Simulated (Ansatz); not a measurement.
The cluster Mg₃N₂⁻. Total charge -1; doublet. Geometry relaxed at B3LYP-D4/def2-SVPD.

Cartesian coordinates in Å:
```
Mg -1.6521 -1.2492 -1.8003
Mg 1.0686 -0.7334 2.7721
Mg 0.3675 2.1775 -1.5821
N 0.4082 0.4050 0.3443
N -0.1922 -0.5998 0.2660
```

The structure comes from a short search, and lower isomers may exist.

**Question.** Estimate the harmonic wavenumbers at UKS B3LYP-D4/def2-SVPD (Ansatz, unscaled). Is this a minimum?

**Answer.** 101i, 42i, 31, 43, 79, 83, 114, 125, 1901 cm⁻¹. No: 2 imaginary modes, a saddle point. Zero-point energy 14.2 kJ/mol. Hardware: 4 threads of Arm Neoverse V1 on a shared host. Wall time 53 s.
